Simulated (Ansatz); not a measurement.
Species: MoH2, charge 0, multiplicity 5. The spin state was set by rule; other spins were not relaxed. SMILES: [MoH2]
Coordinates optimised at B3LYP-D3(BJ)/def2-TZVP (Ansatz, a program for electronic structure):
```xyz
3

Mo     0.0001    -0.0027    -0.0453
H      1.3883     0.0600     0.9546
H     -1.3935     0.0553     0.9474
```
Charge 0, spin multiplicity 5.

Quantity: vertical ionisation energy (to the quartet state of charge +1; each state is the SCF solution reached for its spin; the UHF <S^2> is 3.97 for the quartet (pure: 3.75); for the quartet T1 is 0.056), in eV. Valence correlation only, unless marked. Open shells are spin-unrestricted. Spin-orbit coupling is left out. The frozen core is the preceding noble-gas configuration, with the filled d and f shells of earlier blocks. In def2 rows, elements after Kr have scalar-relativistic effective core potentials. CBS marks a two-point X^-3 extrapolation of the correlation energy; Hartree-Fock from the larger set.

| level | program | vertical ionisation energy (eV) |
|---|---|---|
| SVWN5/def2-TZVPD | Ansatz | 8.57 |
| r2SCAN/def2-TZVPD | Ansatz | … |
| B3LYP/def2-TZVPD | Ansatz | 8.34 |
| BHLYP/def2-TZVPD | Ansatz | … |
| CAM-B3LYP/def2-TZVPD | Ansatz | 8.29 |
| wB97M-V/def2-TZVPD | Ansatz | 8.20 |
| wB97X-V/def2-TZVPD | Ansatz | … |
| SCS-MP2/def2-TZVPPD | Ansatz | 7.96 |
| SCS-MP2/def2-QZVPPD | Ansatz | 7.97 |
| CCSD/def2-TZVPPD | Ansatz | … |
| CCSD(T)/CBS(def2-TZVPPD,def2-QZVPPD) | Ansatz | 8.19 |

Task: Some entries are withheld; supply them.

Result: 
- r2SCAN/def2-TZVPD, vertical ionisation energy (eV): 8.48
- BHLYP/def2-TZVPD, vertical ionisation energy (eV): 8.15
- wB97X-V/def2-TZVPD, vertical ionisation energy (eV): 8.07
- CCSD/def2-TZVPPD, vertical ionisation energy (eV): 8.12
